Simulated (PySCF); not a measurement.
Compound: C₂H₅GeNO₂.
Numbering: `[CH2:1]=[N:2][GeH2:3][C:4](=[O:5])[OH:6]` (hydrogens: H7, H8 on C1; H9, H10 on Ge3; H11 on O6)

Computed, not measured: TDDFT wB97X-D/def2-SVPD, vertical, gas phase, core orbitals frozen in the response in PySCF. Geometry: PBE0-D3(BJ)/def2-SVP, one conformer, isolated molecule. Relativistic effects, spin–orbit coupling among them, are left out although an element past zinc is present. Torsions of this conformer, `[CH2:1]=[N:2][GeH2:3][C:4](=[O:5])[OH:6]`: C1–N2–Ge3–C4 -1°, N2–Ge3–C4–O5 9°, H–O6–C4–Ge3 180°.

Computed states:

```json
{"state": "S1", "E (eV)": "4.24", "f": "0.0005"}
{"state": "S2", "E (eV)": "5.01", "f": "0.0024"}
{"state": "S3", "E (eV)": "6.30", "f": "0.0078"}
{"state": "S4", "E (eV)": "6.62", "f": "0.015"}
{"state": "S5", "E (eV)": "7.01", "f": "0.134"}
{"state": "S6", "E (eV)": "7.19", "f": "0.0011"}
{"state": "S7", "E (eV)": "7.38", "f": "0.034"}
{"state": "S8", "E (eV)": "7.76", "f": "0.062"}
{"state": "S9", "E (eV)": "7.88", "f": "0.012"}
{"state": "S10", "E (eV)": "7.95", "f": "0.134"}
```

Broadening: Gaussians 0.25 eV wide at half height, area fixed by f = 4.319×10⁻⁹ ∫ε dν̃. The width is an assumption, not a result. The curve ends short of the highest state used, and states not computed would add to its high-energy end.

Question: What does the envelope look like, and where are its maxima?

Answer: 
λ (nm), ε (L mol⁻¹ cm⁻¹) and a bar:
```
    168.6       3711 ########
    171.4       3053 ######
    174.2       8771 ##################
    177.0      14442 ##############################
    179.7       8583 ##################
    182.5       2305 #####
    185.3       1476 ###
    188.0       1592 ###
    190.8        978 ##
    193.6        739 ##
    196.4        865 ##
    199.1        651 #
    201.9        259 #
    204.7         56 
    207.4          8 
    210.2          1 
    213.0          0 
    215.8          0 
    218.5          0 
    221.3          0 
    224.1          0 
    226.8          0 
    229.6          0 
    232.4          3 
    235.2         13 
    237.9         45 
    240.7        111 
    243.5        197 
    246.2        255 #
    249.0        249 #
    251.8        185 
    254.6        106 
    257.3         50 
    260.1         18 
    262.9          5 
    265.6          1 
    268.4          0 
    271.2          0 
    274.0          1 
    276.7          4 
    279.5          9 
    282.3         18 
    285.0         29 
    287.8         41 
    290.6         50 
    293.4         52 
    296.1         46 
    298.9         37 
    301.7         25 
    304.4         16 
    307.2          9 
    310.0          4 
    312.8          2 
    315.5          1 
    318.3          0 
    321.1          0
```

Maxima: 293 nm (4.24 eV), ε about 52, made up of S1 (100%); 247 nm (5.01 eV), ε about 260, made up of S2 (100%); 196 nm (6.31 eV), ε about 870, made up of S3 (97%); 187 nm (6.63 eV), ε about 1600, made up of S4 (98%); 177 nm (7.01 eV), ε about 14000, made up of S5 (100%) (ε in L mol⁻¹ cm⁻¹; maxima over ε = 5, shares over 10%). At its high-energy end, 7.35 eV, the curve is still rising (ε about 3700, from S7).

Question: Coming from long wavelengths, where does ε first pass 100 L mol⁻¹ cm⁻¹?

Answer: At about 255 nm (4.87 eV), 0.63 eV above S1.

Question: On this curve, what absorbance would a 10⁻⁵ mol/L sample give at 266 nm over a 1 cm path?

Answer: 266 nm is 4.661 eV, where ε is about 1.1 L mol⁻¹ cm⁻¹, so A = ε c l ≈ 1.1e-05 (Beer–Lambert, with the gas-phase spectrum and the assumed width).

Question: What would ε be at 7.01 eV, the highest of these maxima, with half the width (0.125 eV)?

Answer: About 28800 L mol⁻¹ cm⁻¹ against 14500, a factor of about 1.99; a lone state at its own centre would give exactly 2.

All these states lie below the vertical ionisation energy of 9.12 eV (ΔSCF).
